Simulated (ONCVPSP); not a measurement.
## Ce ONCV: all-electron and pseudo phase curves

Ce (Z = 58), optimised norm-conserving Vanderbilt (ONCV), made with ONCVPSP 4.0.1 (PW91, scalar-relativistic). Core [Kr] 4d10, reference 4f1 5s2 5p6 5d1 6s1.5 (charge +0.5). Waves: 5s+6s: rc 2.55 bohr, ncon 5, nbas 9, qcut 4.6 1/bohr, 2 projectors; 5p: rc 2.65 bohr, ncon 4, nbas 7, qcut 5.5 1/bohr, 2 projectors, debl 2.8 Ha; 5d: rc 3.60 bohr, ncon 3, nbas 8, qcut 5 1/bohr, 2 projectors, debl 3.8 Ha; 4f: rc 1.50 bohr, ncon 4, nbas 8, qcut 9.5 1/bohr, 2 projectors, debl 2.3 Ha. Local part: polynomial inside 1.40 bohr (lpopt 5, dvloc0 0 Ha). Core correction: polynomial model core, fcfact 0.7.

The phase is arctan(r·R′/R) of the radial function R(r), unwrapped; energies in Ha, scanned from -3 to 5 Ha. A pole is an energy at which the radial function vanishes at the test radius. The pseudo phase is shifted by a multiple of π to meet the all-electron one at the reference energy, and phase errors are pseudo minus all-electron; the curves can meet again beyond the range given. Levels narrower than the energy grid can be missing from the lists of poles.

A narrow feature of the pseudo curve, probably an extra level, lies near 0.02 Ha in the s channel; the grid steps over it, so the window and error are not given (n/a).

For each channel, where are the poles, and over which energies does the pseudopotential scatter like the atom?

```
channel  radius (bohr)  reference energy (Ha)  poles, all-electron      poles, pseudo  unbroken range about the reference energy with phases within 0.05 rad  phase error 1 Ha above the reference energy (rad)
      s           2.58                  -0.22          -1.45, 2.46        -1.45, 2.48                                                                    n/a                                                n/a
      p           2.69                  -0.96          -0.74, 2.81  -0.74, 2.79, 4.57                                                              below 3.7                                             -0.002
      d           3.65                  -0.21    -0.04, 1.66, 4.38  -0.04, 1.66, 4.37                                                        the whole range                                             -0.006
      f           1.53                  -0.30                 0.29               0.29                                                        the whole range                                             +0.000
```

Note: no bound ghost flagged; GHOST(+) flagged for s at 1.26 eV, p at 121.5 eV.

Phases in the f channel:

```
E (Ha)  all-electron  pseudo
 -2.98         1.195   1.195
 -2.76         1.172   1.172
 -2.54         1.144   1.144
 -2.32         1.110   1.110
 -2.10         1.066   1.067
 -1.88         1.009   1.010
 -1.66         0.931   0.932
 -1.44         0.815   0.816
 -1.22         0.632   0.633
 -1.00         0.318   0.319
 -0.78        -0.185  -0.184
 -0.56        -0.736  -0.735
 -0.34        -1.113  -1.113
 -0.12        -1.337  -1.337
  0.10        -1.480  -1.480
  0.32        -1.581  -1.581
  0.54        -1.661  -1.661
  0.76        -1.731  -1.730
  0.98        -1.796  -1.796
  1.20        -1.863  -1.863
  1.42        -1.937  -1.937
  1.64        -2.022  -2.022
  1.86        -2.128  -2.128
  2.08        -2.266  -2.266
  2.30        -2.452  -2.452
  2.52        -2.705  -2.704
  2.74        -3.027  -3.024
  2.96        -3.372  -3.367
  3.18        -3.675  -3.668
  3.40        -3.905  -3.898
  3.62        -4.071  -4.064
  3.84        -4.192  -4.184
  4.06        -4.281  -4.274
  4.28        -4.350  -4.342
  4.50        -4.404  -4.396
  4.72        -4.449  -4.440
  4.94        -4.485  -4.477
```
